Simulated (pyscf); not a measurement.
Structures and frequencies: ωB97X-D3(BJ)/def2-SVP in PySCF.

### Question
How much does it cost (ΔH, 298 K, ωB97M-D3(BJ)/def2-TZVP) to split HO–Al(OH)–CH₂–SiH₃ at its Al–C bond into [HO–Al–OH]• + •H₂C–SiH₃?

### Answer
Al–C to [HO–Al–OH]• + •H₂C–SiH₃: 360.3 kJ/mol. The 7 functionals that were run give +322.9 (r²SCAN) to +366.1 kJ/mol (ωB97X-D3(BJ)/def2-TZVP). The radicals are drawn with the spin at the cut bond; how far it spreads was not checked. •H₂C–SiH₃ lies 44.3 kJ/mol over its isomer H₃C–SiH₂• (electronic energy, ωB97M-D3(BJ)/def2-TZVP). Other isomers of [HO–Al–OH]• were not searched in full and may lie lower.
